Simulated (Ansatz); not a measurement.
Species: ethynyl(prop-2-ynyl)silane, C$_{5}$H$_{6}$Si, charge 0, multiplicity 1. 
Geometry from a B3LYP-D3(BJ)/def2-TZVP (Ansatz, a quantum-chemistry and plane-wave program) optimisation:
```xyz
12

C      3.0579     1.1372     0.2799
C      1.8598     1.1296     0.1985
C      0.4170     1.0429     0.0955
Si    -0.1361    -0.7620    -0.0584
C     -1.9588    -0.8082    -0.1844
C     -3.1620    -0.8129    -0.2660
H      4.1169     1.1632     0.3531
H     -0.0644     1.4813     0.9741
H      0.0539     1.5943    -0.7763
H      0.2882    -1.5182     1.1371
H      0.4509    -1.3626    -1.2731
H     -4.2235    -0.8222    -0.3383
```

Quantity: atomisation energy (electronic, to ground-state atoms), in kJ/mol. Valence correlation only, unless marked. Open shells are spin-unrestricted. No spin-orbit coupling. No relativistic terms. The coupled-cluster limit lacks core correlation, which all-electron functionals hold. CBS(X,Y): correlation extrapolated as X^-3; Hartree-Fock from the larger set.

| level | program | atomisation energy (kJ/mol) |
|---|---|---|
| revPBE/def2-TZVPD | Ansatz | 4996.9 |
| PBE0-D4/def2-TZVPD | Ansatz + dftd4 | 5101.7 |
| PBE0/def2-QZVPP | Ansatz | 5085.4 |
| LC-wPBE-D4/def2-TZVPD | Ansatz + dftd4 | 5077.9 |

Task: Predict the CCSD(T)/CBS(aug-cc-pV(T+d)Z,aug-cc-pV(Q+d)Z) result (Ansatz).

Result: 5068.1 kJ/mol
